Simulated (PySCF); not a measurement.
C2H7Al, SMILES [CH3][AlH][CH3], PBE0/def2-SVP optimised geometry.

```
10

Al    -0.16     0.48     0.00
C     -1.14    -1.22     0.00
H     -2.24    -1.09     0.07
H     -0.83    -1.86     0.84
H     -0.93    -1.79    -0.92
C      1.80     0.48     0.00
H      2.24     1.49    -0.07
H      2.20    -0.12    -0.84
H      2.19     0.01     0.92
H     -0.96     1.86     0.00
```

Density from PBE0/def2-TZVP in PySCF 2.14.0 at that geometry.

Minimum of the electron density along straight lines between bonded atoms, close to the bond critical point (lines longer than 1.1 times the sum of covalent radii, or with two minima, are not listed):

```json
[
 {"bond": "Al1–C2", "length / Å": "1.961", "ρ at the minimum / e bohr⁻³": "0.086", "∇²ρ there / e bohr⁻⁵": "0.26", "position (fraction from the first atom)": "0.40"},
 {"bond": "C2–H3", "length / Å": "1.101", "ρ at the minimum / e bohr⁻³": "0.265", "∇²ρ there / e bohr⁻⁵": "-0.86", "position (fraction from the first atom)": "0.64"},
 {"bond": "C2–H4", "length / Å": "1.104", "ρ at the minimum / e bohr⁻³": "0.261", "∇²ρ there / e bohr⁻⁵": "-0.83", "position (fraction from the first atom)": "0.64"},
 {"bond": "C2–H5", "length / Å": "1.105", "ρ at the minimum / e bohr⁻³": "0.260", "∇²ρ there / e bohr⁻⁵": "-0.83", "position (fraction from the first atom)": "0.64"},
 {"bond": "Al1–C6", "length / Å": "1.961", "ρ at the minimum / e bohr⁻³": "0.086", "∇²ρ there / e bohr⁻⁵": "0.26", "position (fraction from the first atom)": "0.40"},
 {"bond": "C6–H7", "length / Å": "1.101", "ρ at the minimum / e bohr⁻³": "0.265", "∇²ρ there / e bohr⁻⁵": "-0.86", "position (fraction from the first atom)": "0.64"},
 {"bond": "C6–H8", "length / Å": "1.104", "ρ at the minimum / e bohr⁻³": "0.261", "∇²ρ there / e bohr⁻⁵": "-0.83", "position (fraction from the first atom)": "0.64"},
 {"bond": "C6–H9", "length / Å": "1.105", "ρ at the minimum / e bohr⁻³": "0.260", "∇²ρ there / e bohr⁻⁵": "-0.83", "position (fraction from the first atom)": "0.64"},
 {"bond": "Al1–H10", "length / Å": "1.598", "ρ at the minimum / e bohr⁻³": "(withheld)", "∇²ρ there / e bohr⁻⁵": "(withheld)", "position (fraction from the first atom)": "0.50"}
]
```

Task: Complete the blanks.

Result: 
- Al1–H10, ρ at the minimum / e bohr⁻³: 0.080
- Al1–H10, ∇²ρ there / e bohr⁻⁵: 0.20
